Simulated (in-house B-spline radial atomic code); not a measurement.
Ga⁺. Computed with a B-spline radial atomic code. Model: non-relativistic spherical atom: semilocal Troullier-Martins pseudo-atom, one channel per l, against all electrons, high spin, G0W0 and RPA with empty states to l = 8, local potential for every l without a channel, a model core (radius 0 = none) keeps its share of the functional.

What the tables leave out is listed at the end.

The pseudopotential gives back the lowest level of each angular momentum of its own functional in the configuration it was made in; a second state of the same l is only approximately right. Exact exchange, RPA and GW see the smooth pseudo-orbitals and miss the exchange with the core, for which the functional's share stands in. The column with an uncorrelated core keeps all orbitals and exact exchange, and so separates missing core correlation from pseudisation. Only the three outermost levels and the lowest empty one were computed. RPA here is direct RPA, with no exchange kernel, and its energies carry an (l + 1/2)⁻⁴ tail. A hybrid on a potential with a model core restores only its own semilocal share of the core's exchange.

Command:
```bash
python run_psgw.py task.json out
```
Settings (lengths in bohr, energies in hartree):
```
Z                      31
electrons              30
configuration          [Ar] 3d10 4s2
generated_in           [Ar] 3d10 4s2
functional             lda,vwn
core_shells            3
radius_factor          0.9
core_correction        False
ion_configuration      [Ar] 3d10 4s1
```

Time taken, with all properties: 29 s on 1 thread of Intel(R) Xeon(R) 6975P-C (Granite Rapids), on a shared host.

Given: made with LDA VWN5; model core radius 0 bohr; local radius 0.647 bohr; mean-field start LDA VWN5.

Valence shells of the generating configuration: 3s, 3p, 3d, 4s.

Channel: s 0.519, p 0.509, d 1.431 (radii in bohr).

Computed: largest level miss in the spin-unpolarised generating configuration 0.115 eV; valence RPA correlation energy pseudo -1.3567 hartree; all-electron RPA polarisability, core included 14.387 bohr³; pseudo-atom RPA polarisability 14.142 bohr³; ionisation by mean-field pseudo minus all 0.141 eV; ionisation by RPA all-electron 20.59 eV; ionisation by RPA pseudo minus all 0.131 eV.

```csv
level,occupied,mean-field all-electron (eV),mean-field pseudo minus all (eV),G0W0 all-electron (eV),G0W0 uncorrelated core minus all (eV),G0W0 pseudo minus all (eV),exchange self-energy all-electron (eV),exchange self-energy pseudo (eV)
4s,1,-16.356,-0.115,-20.524,0.006,-0.154,-14.461,-13.946
4p (empty),0,-9.3227,-0.026,-6.0903,0.006,-0.021,-4.0558,-3.7151
```

(1) What is the valence RPA correlation energy all-electron orbitals?

(2) What is the ionisation by mean-field all-electron?

Given: mean-field start PBE0.

Computed: valence RPA correlation energy all-electron orbitals -1.4334 hartree; pseudo-atom RPA polarisability 13.345 bohr³; ionisation by mean-field all-electron 20.095 eV; ionisation by mean-field pseudo minus all 0.072 eV; ionisation by RPA all-electron 20.417 eV; ionisation by RPA pseudo minus all 0.132 eV.

```
     level  occupied  mean-field all-electron (eV)  mean-field pseudo minus all (eV)  G0W0 all-electron (eV)  G0W0 uncorrelated core minus all (eV)  G0W0 pseudo minus all (eV)  exchange self-energy all-electron (eV)  exchange self-energy pseudo (eV)
        4s         1                       -16.922                            -0.061                 -20.399                                  0.006                      -0.115                                 -14.087                           -13.555
        3d         1                       -31.403                            -0.193                 -37.068                                  0.094                      -0.131                                 -57.677                           -52.505
4p (empty)         0                       -8.2048                            -0.027                 -6.1214                                  0.005                      -0.025                                 -3.6334                           -3.3409
```

(3) What is the all-electron RPA polarisability, core included?

(4) What is the valence RPA correlation energy pseudo?

Given: mean-field start Hartree-Fock.

Computed: valence RPA correlation energy all-electron orbitals -1.2837 hartree; valence RPA correlation energy pseudo -1.1696 hartree; pseudo-atom RPA polarisability 11.158 bohr³; ionisation by mean-field pseudo minus all 0.12 eV; ionisation by RPA all-electron 19.993 eV; ionisation by RPA pseudo minus all 0.136 eV.

```
     level  occupied  mean-field all-electron (eV)  mean-field pseudo minus all (eV)  G0W0 all-electron (eV)  G0W0 uncorrelated core minus all (eV)  G0W0 pseudo minus all (eV)  exchange self-energy all-electron (eV)  exchange self-energy pseudo (eV)
        4s         1                       -18.723                            -0.123                 -20.129                                  0.005                      -0.146                                 -13.278                           -12.892
        3d         1                       -40.684                             0.047                 -38.202                                  0.096                      -0.226                                  -58.21                           -52.933
4p (empty)         0                        -5.304                            -0.034                 -6.0565                                  0.003                      -0.031                                 -2.6072                           -2.4541
```

(5) What is the all-electron RPA polarisability, core included?

(6) What is the ionisation by mean-field all-electron?

Answers

(1) -1.5007 hartree.

(2) 20.794 eV.

(3) 13.449 bohr³.

(4) -1.2978 hartree.

(5) 11.323 bohr³.

(6) 18.449 eV.

Among the listed levels the largest G0W0 shift of the pseudo-atom is -0.23 eV, for 3d on the Hartree-Fock start, while leaving the core uncorrelated moves that level by +0.10 eV. So pseudisation and the lost core exchange, not the missing core correlation, make the error. Not in the tables (levels of low weight, unsolved or above zero; the highest and the empty levels are kept at any weight): on LDA the G0W0 levels 3d (pseudo minus all -0.31 eV, weights 0.71 and 0.71), 3p (pseudo minus all -0.40 eV, weights 0.20 and 0.25); on PBE0 the G0W0 levels 3p (pseudo minus all -0.71 eV, weights 0.42 and 0.48); on Hartree-Fock the G0W0 levels 3p (pseudo minus all -1.08 eV, weights 0.67 and 0.69).
